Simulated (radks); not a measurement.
Values are calculated unless marked as measured or tabulated.
Question: Isoelectronic series with 7 electrons, all held in the configuration [He] 2s2 2p3, which need not be the ground one along the series. Code: a radial shooting solver on a logarithmic mesh with Libxc functionals. Model: non-relativistic Kohn-Sham, r2SCAN, spin-polarised, spherical densities, point nucleus; open shells are filled with parallel spins first (spin-orbit coupling, left out, can overturn this in heavy ions); meta-GGA in the generalised Kohn-Sham scheme. Total energies (hartree) and orbital eigenvalues (eV) (* marks an orbital that is empty in some or all of the ions):

ion    E (hartree)   2p down*      2p up    2s down      2s up
N        -54.58403    -3.1505    -8.8961   -15.1951   -21.3551
Ne3+    -124.29559   -73.2616   -85.2911   -98.0148  -109.0266
Al6+    -223.31095  -205.8091  -224.0056  -243.3213  -258.9460
S9+     -351.59405  -399.9275  -424.2742  -450.1937  -470.3563
K12+    -509.13526  -655.4232  -685.9151  -718.4360  -743.1039
Ti15+   -695.93084  -972.2248  -1008.860  -1047.978  -1077.135
Mn18+   -911.97904  -1350.300  -1393.078  -1438.789  -1472.425
Ga24+  -1431.83000  -2290.208  -2345.272  -2404.160  -2446.739
Se27+  -1735.63188  -2852.026  -2913.233  -2978.706  -3025.751
Rb30+  -2068.68437  -3475.081  -3542.430  -3614.486  -3665.997
Zr33+  -2430.98732  -4159.369  -4232.861  -4311.499  -4367.473
Tc36+  -2822.54063  -4904.889  -4984.524  -5069.743  -5130.179

Estimate the row of Ni21+.

Answer: E (hartree) -1157.27894; 2p down* -1789.631; 2p up -1838.552; 2s down -1890.853; 2s up -1928.962.
